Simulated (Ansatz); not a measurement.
# Loss of C2H6: C2H7BS → HBS + C2H6

Species: C2H7BS `CCBS`, singlet; HBS (hydrogen boron sulfide) `B=S`, singlet; C2H6 (ethane) `CC`, singlet. 

Shapes, held fixed at every level: PBE0-D4/def2-TZVP. Flexible molecules stand in one conformer, not always the lowest. Programs: Ansatz 0.2.0. The zero-point and thermal change to 298 K, harmonic and unscaled (PBE0-D4/def2-TZVP), is +0.9 kJ/mol.

Estimate ΔH(298 K) of this reaction.

The highest level, CCSD(T)/CBS estimate, gives ΔH(298 K) = +51.1 kJ/mol; the levels span +40.7 to +97.1. The column of differences is taken from that level and isn't an error. No measured value is set beside it here. The CBS estimate extrapolates MP2 from def2-TZVPP and def2-QZVPP and adds CCSD(T) − MP2 in the triple-zeta set, cores frozen. Times are processor times on shared x86 and Arm servers, and rough.

```
               level                    kind  ΔH(298 K) (kJ/mol)  less CCSD(T)/CBS estimate  CPU time (sum over the molecules)
    SPW92/def2-TZVPP                     LDA               +97.1                      +46.0                              5.2 s
   PBE-D4/def2-TZVPP                     GGA               +65.9                      +14.8                               10 s
 BHLYP-D4/def2-TZVPP           global hybrid               +62.6                      +11.5                               10 s
  wB97M-V/def2-TZVPP  range-separated hybrid               +60.1                       +9.0                               37 s
  wB97X-V/def2-TZVPP  range-separated hybrid               +68.4                      +17.3                               27 s
    CCSD(T)/def2-SVP   coupled cluster or CI               +40.7                      -10.4                               13 s
       CCSD/def2-SVP   coupled cluster or CI               +44.8                       -6.3                                  –
CCSD(T)/CBS estimate   coupled cluster or CI               +51.1                        0.0                             11 min
```
